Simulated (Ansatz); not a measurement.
Ansatz (a quantum-chemistry and plane-wave program) input (B3LYP-D3(BJ)/def2-TZVP):

Ansatz 0.2 input:
```yaml
crystal:
  periodic: [false, false, false]
  atoms:
    - {symbol: Y, position_ang: [1.03994636, -0.42123714, 0.06527314]}
    - {symbol: O, position_ang: [1.92767356, -0.18019520, -1.53650532]}
    - {symbol: Br, position_ang: [-1.59940847, 0.51056600, 0.27846830]}
basis:
  gaussian:
    orbitals: def2-TZVP
hamiltonian:
  xc: b3lyp
  dispersion: d3bj
total_charge: -1
magnetization: {spin_polarized: true, initial_magnetization: 1}
phonons: {temperatures: {t_min: 298.15, t_max: 298.15, t_step: 100}}
```

Output:

```
Functional definition: B3LYP
integrals: 0.05 GiB planned
931 factors; their error is unknown
mean field: 0.60 GiB planned
mean field evaluation 1: about -73138.8467 eV, gradient 2.9e1 eV
mean field evaluation 2: about -73026.6494 eV, gradient 1.3e2 eV
mean field evaluation 4: about -73142.0840 eV, gradient 6.1e0 eV
mean field evaluation 8: about -73142.2015 eV, gradient 1.5e-1 eV
mean field evaluation 16: about -73142.5675 eV, gradient 5.0e-4 eV
mean field -73142.56752954 eV, -2687.9397788978 hartree, gradient 4.2e-5 eV, S^2 0.750565; 0 other end points of the search recorded, 0 dependent functions left out
the calculation of the forces begins
reference -73142.56774197 eV, -2687.9397867043 hartree; 28, 27 occupied and 91, 92 virtual orbitals, 931 factors
these checks for a lower state are left out or cut short: stability, starts, cluster_reference, orbital_swaps, neighbouring_geometries, increment
integrals: 0.05 GiB planned
931 factors; their error is unknown
mean field: 0.60 GiB planned
mean field -73142.56750890 eV, -2687.9397781390 hartree, gradient 1.0e-6 eV, S^2 0.750564; 0 other end points of the search recorded, 0 dependent functions left out
the calculation of the forces begins
reference -73142.56772131 eV, -2687.9397859452 hartree; 28, 27 occupied and 91, 92 virtual orbitals, 931 factors
these checks for a lower state are left out or cut short: stability, starts, cluster_reference, orbital_swaps, neighbouring_geometries, increment
integrals: 0.05 GiB planned
931 factors; their error is unknown
mean field: 0.60 GiB planned
mean field evaluation 32: about -73142.5675 eV, gradient 5.9e-5 eV
mean field -73142.56748833 eV, -2687.9397773833 hartree, gradient 9.1e-7 eV, S^2 0.750566; 0 other end points of the search recorded, 0 dependent functions left out
the calculation of the forces begins
reference -73142.56770076 eV, -2687.9397851898 hartree; 28, 27 occupied and 91, 92 virtual orbitals, 931 factors
these checks for a lower state are left out or cut short: stability, starts, cluster_reference, orbital_swaps, neighbouring_geometries, increment
integrals: 0.05 GiB planned
931 factors; their error is unknown
mean field: 0.60 GiB planned
mean field -73142.56748611 eV, -2687.9397773018 hartree, gradient 9.7e-7 eV, S^2 0.750563; 0 other end points of the search recorded, 0 dependent functions left out
the calculation of the forces begins
reference -73142.56769851 eV, -2687.9397851071 hartree; 28, 27 occupied and 91, 92 virtual orbitals, 931 factors
these checks for a lower state are left out or cut short: stability, starts, cluster_reference, orbital_swaps, neighbouring_geometries, increment
integrals: 0.05 GiB planned
931 factors; their error is unknown
mean field: 0.60 GiB planned
mean field -73142.56748459 eV, -2687.9397772458 hartree, gradient 9.4e-7 eV, S^2 0.750568; 0 other end points of the search recorded, 0 dependent functions left out
the calculation of the forces begins
reference -73142.56769704 eV, -2687.9397850533 hartree; 28, 27 occupied and 91, 92 virtual orbitals, 931 factors
these checks for a lower state are left out or cut short: stability, starts, cluster_reference, orbital_swaps, neighbouring_geometries, increment
integrals: 0.05 GiB planned
931 factors; their error is unknown
mean field: 0.60 GiB planned
mean field -73142.56753889 eV, -2687.9397792414 hartree, gradient 9.5e-7 eV, S^2 0.750566; 0 other end points of the search recorded, 0 dependent functions left out
the calculation of the forces begins
reference -73142.56775136 eV, -2687.9397870493 hartree; 28, 27 occupied and 91, 92 virtual orbitals, 931 factors
these checks for a lower state are left out or cut short: stability, starts, cluster_reference, orbital_swaps, neighbouring_geometries, increment
integrals: 0.05 GiB planned
931 factors; their error is unknown
mean field: 0.60 GiB planned
mean field evaluation 64: about -73142.5675 eV, gradient 5.9e-5 eV
mean field -73142.56748671 eV, -2687.9397773239 hartree, gradient 9.2e-7 eV, S^2 0.750564; 0 other end points of the search recorded, 0 dependent functions left out
the calculation of the forces begins
reference -73142.56769910 eV, -2687.9397851289 hartree; 28, 27 occupied and 91, 92 virtual orbitals, 931 factors
these checks for a lower state are left out or cut short: stability, starts, cluster_reference, orbital_swaps, neighbouring_geometries, increment
integrals: 0.05 GiB planned
931 factors; their error is unknown
mean field: 0.60 GiB planned
mean field -73142.56749672 eV, -2687.9397776916 hartree, gradient 9.5e-7 eV, S^2 0.750568; 0 other end points of the search recorded, 0 dependent functions left out
the calculation of the forces begins
reference -73142.56770918 eV, -2687.9397854994 hartree; 28, 27 occupied and 91, 92 virtual orbitals, 931 factors
these checks for a lower state are left out or cut short: stability, starts, cluster_reference, orbital_swaps, neighbouring_geometries, increment
integrals: 0.05 GiB planned
931 factors; their error is unknown
mean field: 0.60 GiB planned
mean field -73142.56747700 eV, -2687.9397769669 hartree, gradient 9.5e-7 eV, S^2 0.750563; 0 other end points of the search recorded, 0 dependent functions left out
the calculation of the forces begins
reference -73142.56768939 eV, -2687.9397847719 hartree; 28, 27 occupied and 91, 92 virtual orbitals, 931 factors
these checks for a lower state are left out or cut short: stability, starts, cluster_reference, orbital_swaps, neighbouring_geometries, increment
integrals: 0.05 GiB planned
931 factors; their error is unknown
mean field: 0.60 GiB planned
mean field -73142.56747757 eV, -2687.9397769877 hartree, gradient 8.4e-7 eV, S^2 0.750565; 0 other end points of the search recorded, 0 dependent functions left out
the calculation of the forces begins
reference -73142.56768996 eV, -2687.9397847929 hartree; 28, 27 occupied and 91, 92 virtual orbitals, 931 factors
these checks for a lower state are left out or cut short: stability, starts, cluster_reference, orbital_swaps, neighbouring_geometries, increment
integrals: 0.05 GiB planned
931 factors; their error is unknown
mean field: 0.60 GiB planned
mean field evaluation 96: about -73142.5676 eV, gradient 5.9e-5 eV
mean field -73142.56755032 eV, -2687.9397796612 hartree, gradient 9.1e-7 eV, S^2 0.750566; 0 other end points of the search recorded, 0 dependent functions left out
the calculation of the forces begins
reference -73142.56776278 eV, -2687.9397874689 hartree; 28, 27 occupied and 91, 92 virtual orbitals, 931 factors
these checks for a lower state are left out or cut short: stability, starts, cluster_reference, orbital_swaps, neighbouring_geometries, increment
integrals: 0.05 GiB planned
931 factors; their error is unknown
mean field: 0.60 GiB planned
mean field -73142.56751852 eV, -2687.9397784927 hartree, gradient 8.6e-7 eV, S^2 0.750565; 0 other end points of the search recorded, 0 dependent functions left out
the calculation of the forces begins
reference -73142.56773093 eV, -2687.9397862988 hartree; 28, 27 occupied and 91, 92 virtual orbitals, 931 factors
these checks for a lower state are left out or cut short: stability, starts, cluster_reference, orbital_swaps, neighbouring_geometries, increment
integrals: 0.05 GiB planned
931 factors; their error is unknown
mean field: 0.60 GiB planned
mean field -73142.56753976 eV, -2687.9397792731 hartree, gradient 8.8e-7 eV, S^2 0.750565; 0 other end points of the search recorded, 0 dependent functions left out
the calculation of the forces begins
reference -73142.56775219 eV, -2687.9397870798 hartree; 28, 27 occupied and 91, 92 virtual orbitals, 931 factors
Total energy: -73142.72052696 eV, -2687.9454014490 hartree
Atom 0 at     1.039946    -0.421237     0.065273 Å, force    -0.001044     0.000608    -0.000577 eV/Å
Atom 1 at     1.927674    -0.180195    -1.536505 Å, force    -0.000381    -0.000105     0.000692 eV/Å
Atom 2 at    -1.599408     0.510566     0.278468 Å, force     0.001425    -0.000503    -0.000115 eV/Å
Dipole moment:    -0.528425     0.022622     0.495083 e Å
Vibrations: 110.63 187.53 801.66 cm⁻¹, zero-point energy 0.068181 eV
```

The spin state was set by rule; other spins were not relaxed.
